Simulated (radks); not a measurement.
Results of a calculation; reference values are marked as such.
A nucleus of charge 47.3 with 47 electrons, configuration [Kr] 4d10 5s1.

Code: a radial shooting solver on a logarithmic mesh with Libxc functionals. Model: non-relativistic Kohn-Sham, PBE, spin-polarised, spherical densities, point nucleus; open shells are filled with parallel spins first (spin-orbit coupling, left out, can overturn this in heavy ions); relativity is left out, which matters for an element this heavy.

Energy parts (eV):
part                       energy
total                 -143647.727
kinetic                143587.446
electron-nucleus      -341967.257
Hartree                 58738.320
exchange-correlation    -4006.236

Orbitals (lengths in bohr, moments of r in powers of bohr; <r^-3> diverges for s and p1/2):
| orbital | occ. | eigenvalue (eV) | <r^4> | <r^-3> |
|---|---|---|---|---|
| 1s up | 1 | -24864.07 | 4.859e-06 | - |
| 1s down | 1 | -24864.05 | 4.859e-06 | - |
| 2s down | 1 | -3595.458 | 0.0008900 | - |
| 2s up | 1 | -3595.454 | 0.0008900 | - |
| 2p up | 3 | -3347.745 | 0.0005872 | 3390 |
| 2p down | 3 | -3347.744 | 0.0005872 | 3390 |
| 3s up | 1 | -661.2163 | 0.04071 | - |
| 3s down | 1 | -661.2043 | 0.04071 | - |
| 3p up | 3 | -561.1533 | 0.04036 | 598.6 |
| 3p down | 3 | -561.1421 | 0.04036 | 598.6 |
| 3d up | 5 | -376.1530 | 0.03615 | 93.57 |
| 3d down | 5 | -376.1478 | 0.03614 | 93.57 |
| 4s up | 1 | -92.9745 | 1.473 | - |
| 4s down | 1 | -92.9681 | 1.468 | - |
| 4p up | 3 | -61.4109 | 2.121 | 98.81 |
| 4p down | 3 | -61.3870 | 2.103 | 98.94 |
| 4d up | 5 | -11.5848 | 11.44 | 8.925 |
| 4d down | 5 | -11.3908 | 10.60 | 9.080 |
| 5s up | 1 | -6.6183 | 206.3 | - |
| 5s down | 0 | -5.7858 | 203.5 | - |

The highest occupied level is 5s up at -6.618 eV. Spin moment in Bohr magnetons: 1. Summed over all electrons, <r^2> = 45.29 bohr^2, which gives a Langevin (diamagnetic) susceptibility term of -35.9 x 10^-6 cm^3/mol. The density falls to 0.001 e/bohr^3 at r = 4.16 bohr. Virial ratio -V/T = 2.00042. The electron density at the nucleus is 7.427e+04 e/bohr^3. The spin density at the nucleus is 8.368 e/bohr^3 (1s 0.034, 2s 0.026, 3s -0.004, 4s -0.034, 5s 8.345).
